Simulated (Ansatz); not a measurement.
**A basis-limit estimate, worked out**

An elementary step of SiN₂H₅SF, singlet (SiN₂H₅SF ([NH2][Si]([NH2])([F])[SH]) → SiN₂H₄S ([NH2][Si]([NH2])[S]) + HF; bonds formed: F2–H4; bonds broken: Si1–F2, S3–H4). “Start” is the structure reached by relaxing down from the saddle towards the reactants; PBE0-D4/def2-TZVP structures. The saddle:

```
10
angstrom
Si -0.0658 -0.0359 0.3721
F 1.7960 -0.6198 -0.1875
S 0.5371 -0.5511 2.2135
H 1.7673 -0.7768 0.8496
N -0.1506 1.5548 -0.1561
N -1.0748 -0.9945 -0.5658
H -0.5069 1.8468 -1.0494
H 0.3380 2.2825 0.3365
H -1.4358 -0.7394 -1.4686
H -1.2043 -1.9666 -0.3441
```

Ansatz 0.2.0; basis: def2-TZVPP and def2-QZVPP; cores frozen in the correlated methods.

Energies in eV:

| quantity | saddle | start |
| --- | --- | --- |
| Hartree–Fock, triple zeta (X = 3) | -24433.87615 | -24436.42922 |
| Hartree–Fock, quadruple zeta (X = 4) | -24434.70827 | -24437.28076 |
| MP2 correlation, X = 3 | -26.98012 | -26.44093 |
| MP2 correlation, X = 4 | -29.23136 | -28.67007 |
| CCSD(T) correlation, X = 3 | -28.89255 | -28.44863 |

(1) Work out the barrier at the basis limit: extrapolate Hartree–Fock as E(X) = E∞ + A exp(−7.88 √X) and the MP2 correlation as E(X) = E∞ + B X^−2.97 (the exponents that Neese and Valeev fitted for def2-TZVPP and QZVPP), then add CCSD(T) − MP2 in triple zeta.

T1 diagnostic: at most 0.012.

Results:

(1) Each step is linear, so take the differences first (saddle − start): Hartree–Fock 2.55307 (X = 3) and 2.57249 (X = 4); MP2 correlation -0.53919 and -0.56129; CCSD(T) correlation -0.44392.
Two points give E∞ = E(4) + w [E(4) − E(3)], with w = 1/(exp(7.88 (2 − √3)) − 1) = 0.1377 for Hartree–Fock and w = 1/((4/3)^2.97 − 1) = 0.7407 for the correlation.
Hartree–Fock: 2.57249 + 0.1377 × 0.01942 = 2.5752 eV.
MP2 correlation: -0.56129 + 0.7407 × (-0.02210) = -0.5777 eV.
CCSD(T) − MP2: -0.44392 − (-0.53919) = 0.0953 eV.
Sum: 2.5752 + (-0.5777) + 0.0953 = 2.0928 eV, or 48.26 kcal/mol. Plain CCSD(T) in triple zeta gives 2.1092 eV, so the larger basis shifts the result by -0.0164 eV.

Labels in which every atom is bracketed show which atoms are joined, not bond orders.

For scale, one of the runs: CCSD(T)/def2-TZVPP, 247 basis functions, launched by `ansatz run in.yaml --threads 4 --pin off --events-out ev --progress --plain --max-ram 9574MiB`. Hardware: 4 CPU threads of an Arm Neoverse V1, shared host. Wall time 2.6 min; peak host memory 5 GiB.
